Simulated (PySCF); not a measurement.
1,1,2,2-tetrafluoroethane (C2H2F4), SMILES FC(F)C(F)F.

Geometry: B3LYP-D3(BJ)/def2-SVP. Other conformers were not sampled.

Method: B3LYP-D3(BJ)/def2-SVP in PySCF.

Harmonic, unscaled wavenumbers; measured fundamentals usually lie a few per cent lower.

Task: List the normal modes with their intensities. (The exact figures need the calculation; the answer reports its results.)

Result: 
```csv
mode,ν (cm⁻¹),IR (km/mol),moving atoms (share of kinetic energy)
1,83,2.1,F 92 %
2,206,2.7,F 96 %
3,365,0.0,F 97 %
4,417,48.1,"C 54 %, H 23 %, F 23 %"
5,489,0.0,"F 83 %, C 14 %"
6,549,9.9,"F 85 %, C 14 %"
7,634,0.0,"F 81 %, C 15 %"
8,1123,0.0,"C 82 %, F 9 %, H 9 %"
9,1145,0.0,"C 56 %, F 28 %, H 16 %"
10,1160,222.0,"C 56 %, F 40 %"
11,1164,0.0,"H 46 %, C 31 %, F 23 %"
12,1179,373.8,"C 52 %, F 35 %, H 12 %"
13,1319,36.3,"H 75 %, C 22 %"
14,1370,61.1,"H 81 %, C 16 %"
15,1399,0.0,"H 76 %, C 23 %"
16,1476,0.0,"C 52 %, H 45 %"
17,3075,0.0,"H 92 %, C 8 %"
18,3085,57.8,"H 92 %, C 8 %"
```
